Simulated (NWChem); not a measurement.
benzonitrile (C7H5N); SMILES N#Cc1ccccc1

```xyz
13

N      0.0000     0.0000    -3.2032
C      0.0000     0.0000    -2.0437
C      0.0000     0.0000    -0.6104
C      0.0000     1.2155     0.0912
C      0.0000     1.2091     1.4820
C      0.0000     0.0000     2.1779
C      0.0000    -1.2091     1.4820
C      0.0000    -1.2155     0.0912
H      0.0000     2.1565    -0.4622
H      0.0000     2.1554     2.0276
H      0.0000     0.0000     3.2705
H      0.0000    -2.1554     2.0276
H      0.0000    -2.1565    -0.4622
```
Atoms are numbered in this order, from 1.

Results from NWChem. Pople sets run with spherical d functions. All runs use the structure optimised with PBE0/def2-SVP.

For level B3LYP/6-31G*:

- highest occupied level (eV): -7.27
- orbital gap (eV): 5.87
- dipole (D): 4.54

Question: Estimate the same quantities for level B3LYP/STO-3G.

Answer: 
| Item | Value |
|---|---|
| highest occupied level (eV) | -5.78 |
| orbital gap (eV) | 6.71 |
| dipole (D) | 3.57 |
